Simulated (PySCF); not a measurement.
C6H13N2, SMILES CC([NH])=NC(C)(C)C, doublet, GFN2-xTB optimised geometry.

```
21

C      2.47     1.24     0.00
C      0.97     1.24     0.00
N      0.36     2.38     0.00
N      0.37     0.08     0.14
C     -0.94    -0.39    -0.09
C     -1.52     0.06    -1.45
C     -0.81    -1.93    -0.10
C     -1.88     0.01     1.06
H      2.83     2.24     0.21
H      2.83     0.92    -0.98
H      2.84     0.54     0.74
H     -0.65     2.38    -0.05
H     -1.68     1.14    -1.47
H     -0.83    -0.19    -2.25
H     -2.47    -0.44    -1.63
H     -0.37    -2.26     0.84
H     -1.78    -2.38    -0.22
H     -0.16    -2.24    -0.91
H     -2.03     1.08     1.08
H     -2.84    -0.48     0.94
H     -1.44    -0.29     2.01
```

Density from unrestricted B3LYP/def2-SVP in PySCF at that geometry.

Minimum of the electron density along straight lines between bonded atoms, close to the bond critical point (lines longer than 1.1 times the sum of covalent radii, or with two minima, are not listed):

```tsv
bond	length / Å	ρ at the minimum / e bohr⁻³	∇²ρ there / e bohr⁻⁵	position (fraction from the first atom)
C1–C2	1.499	0.263	-0.65	0.48
C2–N3	1.292	0.370	-0.95	0.35
C2–N4	1.305	0.354	-0.84	0.35
N4–C5	1.413	0.285	-0.83	0.63
C5–C6	1.536	0.244	-0.56	0.50
C5–C7	1.544	0.242	-0.56	0.51
C5–C8	1.542	0.238	-0.54	0.51
C1–H9	1.085	0.280	-1.06	0.64
C1–H10	1.088	0.275	-1.00	0.62
C1–H11	1.086	0.278	-1.03	0.63
N3–H12	1.011	0.337	-1.55	0.76
C6–H13	1.088	0.277	-1.01	0.62
C6–H14	1.088	0.277	-1.02	0.62
C6–H15	1.087	0.277	-1.02	0.62
C7–H16	1.086	0.279	-1.04	0.63
C7–H17	1.086	0.278	-1.02	0.62
C7–H18	1.087	0.279	-1.03	0.63
C8–H19	1.088	0.278	-1.02	0.62
C8–H20	1.087	0.278	-1.02	0.63
C8–H21	1.087	0.279	-1.04	0.63
```
